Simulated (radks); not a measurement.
Values are calculated unless marked as measured or tabulated.
Question: These are the eigenvalues of the occupied orbitals of an atom or ion with whole-number occupations (eV). Level of theory: scalar-relativistic Kohn-Sham, LB94 model potential, spin-polarised, spherical densities, finite nucleus; Fermi nuclear charge, rms radius of each element as measured or else 0.836 A^(1/3) + 0.57 fm (a radial shooting solver on a logarithmic mesh with Libxc functionals).

1s up: -73996.54
1s down: -73996.43
2s up: -14572.26
2s down: -14571.04
2p up: -12996.42
2p down: -12994.57
3s up: -4899.026
3s down: -4898.520
3p up: -4431.842
3p down: -4431.428
3d up: -3916.573
3d down: -3916.119
4s up: -2355.073
4s down: -2352.952
4p up: -2179.004

Which element is it, and in what charge state? The configuration may be excited. Open shells, if any, are filled with parallel spins first.

Answer: Z = 75, rhenium, charge +43: Re43+ in [Ar] 3d10 4s2 4p2. The list shows which subshells hold electrons but not how many an open one holds; the 1s level, -2719.3 hartree, gives Z - s = 73.7 by -(Z - s)^2/2, which with screening and relativity narrows Z to a few neighbours, and the depths of the outer levels then fix element, charge and occupations together.
